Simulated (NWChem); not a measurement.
**Correlation energy of AgF**

```
Ag
F 1 1.9738
```
Charge 0, spin multiplicity 1.

All runs are NWChem calculations. The geometry was optimised at PBE0/def2-SVP with def2 effective core potentials on Ag, a minimum by its harmonic frequencies.

Basis set: def2-TZVP. Each correlation energy counts from its own Hartree-Fock reference.

| method | correlation energy (mHa) | difference from CCSD(T) |
|---|---|---|
| CCSD | -539.9 | +13.3 |
| CR-CCSD[T] | -552.2 | +1.0 |
| CCSD+T(CCSD) | -555.1 | -2.0 |
| MP2 | -556.4 | -3.3 |
| CR-CCSD(T) | -550.6 | +2.5 |
| SCS-MP2 | -514.0 | +39.2 |
| CCSD(T) | -553.1 | 0.0 |

The values span 42.4 mHa, from MP2 (lowest) to SCS-MP2 (highest). 

Effective core potentials replace the inner electrons of Ag; spin-orbit coupling is left out. The correlated methods keep 5 core orbitals frozen. The structure started from a generated list of species. Coupled-cluster values serve here as a point of comparison, not as the truth.
